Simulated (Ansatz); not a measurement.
BrH3HfO3 (`[OH][Hf]([OH])([OH])[Br]`). The species carries charge 0 and has multiplicity 1. Hf: def2 effective core potential. The geometry is a stationary point of PBE0-D4/def2-TZVP. It is one conformer, not always the lowest.

```xyz
8

O     1.433    1.125    0.233
Hf   -0.218    0.161    0.146
O    -0.734   -0.081   -1.682
O    -0.021   -1.543    0.995
Br   -2.019    1.485    1.350
H     2.188    1.625   -0.061
H    -1.009   -0.525   -2.477
H     0.380   -2.247    1.496
```

(1) What is the dipole moment at PBE/def2-TZVPP? (An estimate is asked.)

(2) And with r2SCAN, B3LYP, ωB97M-V? (An estimate is asked.)

(3) Give the Mulliken charges with PBE, ωB97M-V, r2SCAN in def2-TZVPP. (Estimate.)

## Answers

(1) The calculation gave: 3.81 D, with components (2.70, -1.99, -1.81) D in this frame, pointing from negative to positive charge.

(2) The calculation gave: r2SCAN 3.90 D, B3LYP 3.84 D, ωB97M-V 3.92 D.

(3) Ansatz gave: 
```
atom    PBE  ωB97M-V  r2SCAN
  O1  -0.38    -0.40   -0.46
 Hf2   0.90     1.02    1.14
  O3  -0.38    -0.40   -0.46
  O4  -0.38    -0.40   -0.46
 Br5  -0.31    -0.30   -0.34
  H6   0.18     0.16    0.19
  H7   0.18     0.16    0.19
  H8   0.18     0.16    0.19
```

B3LYP here is the variant with VWN-RPA as its local correlation; programs differ in this.
